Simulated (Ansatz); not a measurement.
`C[O][Bi]([Cl])[Cl]` + HCl → `[Cl][Bi]([Cl])[Cl]` + CH₃OH  (ligand exchange at a Bi–O bond)

Program: Ansatz. Geometries: PBE0-D4/def2-TZVP. ΔE: electronic, gas phase. CBS: MP2 limit from def2 TZ/QZ plus the TZ coupled-cluster correction, frozen cores. This one scheme is used for every species. DFT in def2-TZVPP. def2 core potentials past Kr. For Bi outer-core shells are correlated without core-valence functions, which leaves a few kJ/mol of doubt a bond. Each species was taken in one conformer, which may not be the lowest.

CCSD(T)/CBS gives -51.6 kJ/mol.

**Question.** Another level gave -54.1 kJ/mol. Which?
A. PBE0/def2-TZVPP
B. PBE-D4/def2-TZVPP
C. CCSD/def2-TZVPP
D. MP2/def2-TZVPP

**Answer.** B. PBE-D4 -54.1, MP2/def2-TZVPP -46.1, PBE0 -63.7, CCSD/def2-TZVPP -50.1 kJ/mol.

Largest T1 diagnostic among the species: 0.014.

At CCSD(T), def2-SVP lies +7.1 kJ/mol from the extrapolated value and def2-TZVPP +5.4 kJ/mol. From r2SCAN to r2SCAN0 (25 % exact exchange), in def2-TZVPP and without D4, ΔE moves by −6.2 kJ/mol.
